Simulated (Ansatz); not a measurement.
Species: CH₄Al, net charge 0, doublet state. It need not be the lowest isomer of its formula. SMILES: [CH3][AlH]
Geometry: optimised at B3LYP-D3(BJ)/def2-TZVP (Ansatz, a first-principles code).

Property: vertical electron affinity (to the singlet state of charge -1; a negative value means that the extra electron is unbound and the number depends on the basis; each state is the SCF solution reached for its spin; for the singlet the Hartree-Fock reference is unstable and T1 is 0.018), in eV. Valence correlation only, unless marked. UHF or UKS for open shells. Spin-orbit coupling is left out. No relativistic terms. Anions need diffuse functions: aug- sets have them; def2-D sets add few. CBS(X,Y): correlation extrapolated as X^-3; Hartree-Fock from the larger set. The bracket is a focal-point correction in the basis named.

```json
[
 {"level": "HF/def2-SVPD", "program": "Ansatz", "vertical electron affinity (eV)": "-0.57"}
]
```

Problem. Estimate the value at RI-MP2/CBS(aug-cc-pV(T+d)Z,aug-cc-pV(Q+d)Z)+[CCSD(T)-MP2]/aug-cc-pV(T+d)Z as computed with Ansatz.

Solution. 0.72 eV, so HF/def2-SVPD differs from it by -1.29 eV.
